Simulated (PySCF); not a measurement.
Species: C6H12AsP.
Bonds: C1–C2 (triple), C2–C3, C3–P4, P4–C5, P4–As6, As6–C7, As6–C8. Hydrogens: H9 on C1; H10, H11 on C3; H12, H13, H14 on C5; H15, H16, H17 on C7; H18, H19, H20 on C8.

A GFN2-xTB structure was refined with PBE0-D3(BJ)/def2-SVP geometry optimisation, gas phase (PySCF). Its GFN2-xTB values:

```json
{"coordinate": "C1≡C2", "GFN2-xTB": "1.208 Å"}
{"coordinate": "C1–H9", "GFN2-xTB": "1.033 Å"}
{"coordinate": "C2–C3", "GFN2-xTB": "1.448 Å"}
{"coordinate": "C3–P4", "GFN2-xTB": "1.838 Å"}
{"coordinate": "C3–H10", "GFN2-xTB": "1.109 Å"}
{"coordinate": "P4–C5", "GFN2-xTB": "1.858 Å"}
{"coordinate": "P4–As6", "GFN2-xTB": "2.352 Å"}
{"coordinate": "C5–H12", "GFN2-xTB": "1.099 Å"}
{"coordinate": "As6–C7", "GFN2-xTB": "1.964 Å"}
{"coordinate": "C7–H15", "GFN2-xTB": "1.095 Å"}
{"coordinate": "C1–C2–C3", "GFN2-xTB": "177.8°"}
{"coordinate": "C2–C3–P4", "GFN2-xTB": "109.9°"}
{"coordinate": "C3–P4–C5", "GFN2-xTB": "98.6°"}
{"coordinate": "C3–P4–As6", "GFN2-xTB": "96.3°"}
{"coordinate": "P4–As6–C7", "GFN2-xTB": "95.1°"}
{"coordinate": "C5–P4–As6", "GFN2-xTB": "98.4°"}
{"coordinate": "C7–As6–C8", "GFN2-xTB": "96.5°"}
{"coordinate": "C2–C3–P4–C5", "GFN2-xTB": "72°"}
```

**Question.** How do these coordinates change at the PBE0-D3(BJ)/def2-SVP level?

**Answer.** 
| coordinate | PBE0-D3(BJ)/def2-SVP (Å or °) | change |
| --- | --- | --- |
| C3–P4 | 1.885 | +0.047 |
| C1–H9 | 1.074 | +0.041 |
| P4–As6 | 2.341 | -0.011 |
| As6–C7 | 1.970 | +0.006 |
| C7–H15 | 1.100 | +0.005 |
| C3–H10 | 1.104 | -0.005 |
| P4–C5 | 1.854 | -0.004 |
| C1≡C2 | 1.212 | +0.004 |
| C2–C3 | 1.450 | +0.002 |
| C5–H12 | 1.101 | +0.002 |
| C2–C3–P4 | 111.1 | +1.2 |
| C3–P4–As6 | 96.8 | +0.5 |
| C7–As6–C8 | 97.0 | +0.5 |
| C1–C2–C3 | 177.6 | -0.2 |
| P4–As6–C7 | 94.9 | -0.2 |
| C5–P4–As6 | 98.5 | +0.1 |
| C3–P4–C5 | 98.5 | -0.1 |
| C2–C3–P4–C5 | 68 | -4 |

The energy falls by 12.2 kJ/mol over 7 energy and gradient evaluations, the largest force component goes from 0.0283 to 4.2e-04 Eh/bohr, and the atoms move by 0.095 Å rms after alignment. The bond that changes most is C3–P4 (sp3 carbon bound to phosphorus to three-coordinate phosphorus), which lengthens by 0.047 Å. Bonds longer at the end by more than 0.005 Å: 8 of 19; shorter: 3. Rotational constants go from 2478, 661.5, 582.8 to 2479, 653.5, 575.3 MHz.

The run used 194 basis functions and 49 SCF cycles in all.

Not checked by PBE0-D3(BJ)/def2-SVP frequencies. One conformer, not necessarily the lowest.

Shape of the structure used: `[CH:1]#[C:2][CH2:3][P:4]([CH3:5])[As:6]([CH3:7])[CH3:8]`: C2–C3–P4–C5 68°, C3–P4–As6–C7 180°.
